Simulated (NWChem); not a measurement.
**Atomisation of H6FNSi2**

```
Si
F 1 1.6432
N 1 1.7179 2 113.65
H 3 1.0154 1 121.60 2 72.76
H 3 1.0161 4 111.19 1 153.36
H 1 1.4875 2 105.78 3 -117.42
Si 1 2.3499 6 114.87 2 116.97
H 7 1.4922 1 111.30 6 -68.65
H 7 1.4935 8 108.73 1 -121.66
H 7 1.4950 8 108.52 9 -117.63
```
Charge 0, spin multiplicity 1.

Everything below was run with NWChem. All single points use one geometry, from B3LYP/def2-SVP, a minimum by its harmonic frequencies. It is one conformer; others weren't searched.

Basis set: def2-TZVP. The atomisation energy is electronic alone: no zero-point, thermal, spin-orbit or counterpoise terms. No value is extrapolated to the basis-set limit. Free atoms are single determinants with multiplicities N 4, Si 3, F 2, H 2. Correlated methods freeze the same cores in atoms and molecule, 12 orbitals in all.

| method | atomisation energy (kcal/mol) | relative cost |
|---|---|---|
| HF | 575.6 | under 3 |
| TPSS | 795.6 | under 3 |
| r2SCAN | 783.9 | under 3 |
| PBE | 784.4 | under 3 |
| BP86 | 799.9 | under 3 |
| MP2 | 759.4 | under 3 |
| PBE0 | 774.3 | 1 |
| B3LYP | 781.3 | under 3 |

The values span 224.3 kcal/mol, from HF (lowest) to BP86 (highest). Costs are rough ratios of processor time within this set of runs, SCF included, with PBE0 as 1. Costs are the molecule's.

B3LYP has NWChem's definition, with VWN1-RPA local correlation. The structure started from a generated list of species. No SCF solution was tested for a lower state. Open-shell Hartree-Fock references start from PBE0 orbitals; any time given for them includes that run.
